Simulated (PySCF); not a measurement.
Badger's rule along the third period: bonds to Bi

r²SCAN in PySCF with def2-SVP on every atom (core potentials on Bi), for the lowest determinant that a PBE0 search found; no spin–orbit coupling. Badger's rule says that Re = d + c·k^(−1/3) for bonds between atoms of fixed rows.

| molecule | state (unpaired electrons) | Re (Å) | k (mdyn/Å) |
| --- | --- | --- | --- |
| BiS | doublet (π ↑) | 2.336 | 3.10 |
| BiCl | triplet (π ↑↑) | 2.477 | ? |
| SiBi | doublet (π ↑) | 2.477 | ? |
| AlBi | triplet (π ↑↑) | 2.836 | ? |
| NaBi | triplet (π ↑↑) | 3.013 | 0.396 |

Problem. Fix c and d from BiS and NaBi.

Solution. c = (3.013 − 2.336)/(0.396^(−1/3) − 3.1^(−1/3)) = 1.002, d = 2.336 − c·3.1^(−1/3) = 1.649 Å.

Problem. Predict k of the others and set the computed values beside them.

Solution. 

```csv
molecule,k by the rule,k computed,difference (%)
BiCl,1.77,2.01,-12
SiBi,1.77,2.04,-13
AlBi,0.601,0.780,-23
```

The rule misses by 16 % on average; it knows nothing of spin state or of how ionic a bond is, and both change along this series.

Spin–orbit coupling is left out, which matters for elements this heavy, above all for dissociation energies. States were picked by a PBE0 search and need not be the measured ground states.
